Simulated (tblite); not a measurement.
Input of a run (GFN2-xTB geometry optimisation, gas phase (tblite 0.8.0)), started from a force field or distance geometry:
```
{"job": {"kind": "relax", "xc": "GFN2-xTB", "basis": "xTB"}, "charge": -1, "multiplicity": 2}
C     -1.942100    -1.108100     0.597000
O     -0.625200    -1.585200     0.540300
C      0.309900    -0.736700     0.108900
O      1.451700    -1.372500    -0.263100
C      2.308700    -0.447300    -0.724500
C      1.735900     0.799500    -0.676800
C      0.438800     0.636800    -0.119000
C     -0.501900     1.668400     0.185500
O     -0.385900     2.755900    -0.418200
H     -2.243000    -0.597000    -0.323500
H     -2.098800    -0.465600     1.470000
H     -2.618300    -1.970800     0.717800
H      3.261600    -0.813000    -1.056500
H      2.190200     1.736000    -0.979800
H     -1.286200     1.507800     0.920100
```

Output (eV, eV/Å):
```
step      E/eV     max force
  0    -767.96193    2.745
  1    -768.12767    2.118
  2    -768.19509    0.776
  3    -768.23684    0.665
  4    -768.25702    0.408
  5    -768.26844    0.267
  6    -768.27548    0.287
  7    -768.28096    0.233
  8    -768.28539    0.238
  9    -768.29036    0.215
 10    -768.29592    0.197
 11    -768.30286    0.289
 12    -768.31033    0.295
 13    -768.31795    0.296
 14    -768.32490    0.229
 15    -768.33029    0.190
 16    -768.33514    0.180
 17    -768.33982    0.151
 18    -768.34362    0.127
 19    -768.34637    0.140
 20    -768.34825    0.113
 21    -768.34945    0.093
 22    -768.35022    0.069
 23    -768.35084    0.068
 24    -768.35154    0.073
 25    -768.35254    0.090
 26    -768.35372    0.113
 27    -768.35576    0.170
 28    -768.36002    0.220
 29    -768.36718    0.333
 30    -768.37680    0.374
 31    -768.40185    0.357
 32    -768.40991    0.486
 33    -768.38096    0.938
 34    -768.42316    0.235
 35    -768.42945    0.251
 36    -768.43987    0.347
 37    -768.44716    0.203
 38    -768.45248    0.189
 39    -768.46104    0.192
 40    -768.46721    0.163
 41    -768.47089    0.150
 42    -768.47318    0.211
 43    -768.47617    0.151
 44    -768.48348    0.138
 45    -768.48882    0.150
 46    -768.49522    0.151
 47    -768.49846    0.132
 48    -768.50122    0.120
 49    -768.50337    0.116
 50    -768.50500    0.097
 51    -768.50642    0.090
 52    -768.50752    0.081
 53    -768.50844    0.065
 54    -768.50896    0.062
 55    -768.50970    0.070
 56    -768.51065    0.075
 57    -768.51184    0.108
 58    -768.51292    0.084
 59    -768.51364    0.063
 60    -768.51412    0.058
 61    -768.51463    0.090
 62    -768.51518    0.099
 63    -768.51563    0.072
 64    -768.51595    0.047
 65    -768.51619    0.043
 66    -768.51635    0.031
 67    -768.51645    0.023
 68    -768.51652    0.022
 69    -768.51659    0.020
 70    -768.51666    0.020
 71    -768.51672    0.019
 72    -768.51679    0.020
 73    -768.51687    0.021
 74    -768.51696    0.021
 75    -768.51704    0.021
 76    -768.51711    0.022
 77    -768.51719    0.022
 78    -768.51736    0.031
 79    -768.51767    0.054
 80    -768.51821    0.068
 81    -768.51888    0.070
 82    -768.51953    0.070
 83    -768.52027    0.072
 84    -768.52084    0.100
 85    -768.52111    0.147
 86    -768.52211    0.081
 87    -768.52269    0.079
 88    -768.52404    0.099
 89    -768.52531    0.147
 90    -768.52854    0.218
 91    -768.53559    0.240
 92    -768.53905    0.519
 93    -768.54399    0.397
 94    -768.55327    0.164
 95    -768.55517    0.140
 96    -768.55912    0.129
 97    -768.56035    0.088
 98    -768.56111    0.108
 99    -768.56143    0.063
100    -768.56181    0.107
101    -768.56229    0.080
102    -768.56291    0.067
103    -768.56338    0.061
104    -768.56414    0.079
105    -768.56521    0.084
106    -768.56669    0.105
107    -768.56831    0.088
108    -768.56869    0.161
109    -768.57014    0.072
110    -768.57059    0.055
111    -768.57139    0.055
112    -768.57178    0.047
113    -768.57269    0.059
114    -768.57341    0.068
115    -768.57396    0.041
116    -768.57415    0.068
117    -768.57427    0.034
118    -768.57435    0.021
119    -768.57439    0.022
120    -768.57446    0.030
121    -768.57456    0.039
122    -768.57473    0.045
123    -768.57493    0.050
124    -768.57518    0.049
125    -768.57545    0.040
126    -768.57570    0.032
127    -768.57587    0.030
128    -768.57598    0.026
129    -768.57610    0.027
130    -768.57622    0.020
131    -768.57630    0.018
132    -768.57634    0.011
133    -768.57635    0.008
```

Q: Summarise the run.

A: The energy falls by 0.614 eV over 133 L-BFGS steps, the largest force on an atom goes from 2.74 to 0.008 eV/Å, and the atoms move by 0.750 Å rms after alignment. The bond that changes most is C3–O4 (ends: carbon bonded to C and 2 O; oxygen bonded to 2 C), which lengthens by 0.060 Å. Bonds longer at the end by more than 0.005 Å: 8 of 15; shorter: 4. Among the angles that change most is C7–C8–O9, from 117.7° to 127.3°. Among the dihedrals that turn most is C1–O2–C3–O4, from -163° to -82°. The energy rose by more than 1e-5 eV at step 33. The first step brought 27 % of the lowering.

Q: What are the final bond lengths?

A: C1–O2 1.425 Å, O2–C3 1.375 Å, C3–O4 1.419 Å, O4–C5 1.358 Å, C5–C6 1.348 Å, C6–C7 1.435 Å, C7–C8 1.404 Å, C8–O9 1.261 Å, C3–C7 1.425 Å, C1–H10 1.097 Å, C1–H11 1.095 Å, C1–H12 1.091 Å, C5–H13 1.077 Å, C6–H14 1.073 Å, C8–H15 1.116 Å. Numbering counts from 1 in the input's order; the species is `COc1occc1[CH][O-]` [radical].

The run took 1.4 s wall on one thread of an Arm Neoverse N1, no GPU, shared host.

Its GFN2-xTB frequencies are all real (lowest 77 cm⁻¹). Whether the extra electron is bound in the gas phase wasn't checked; a finite basis holds it in any case.

One conformer stands for the species.

These are computed values.
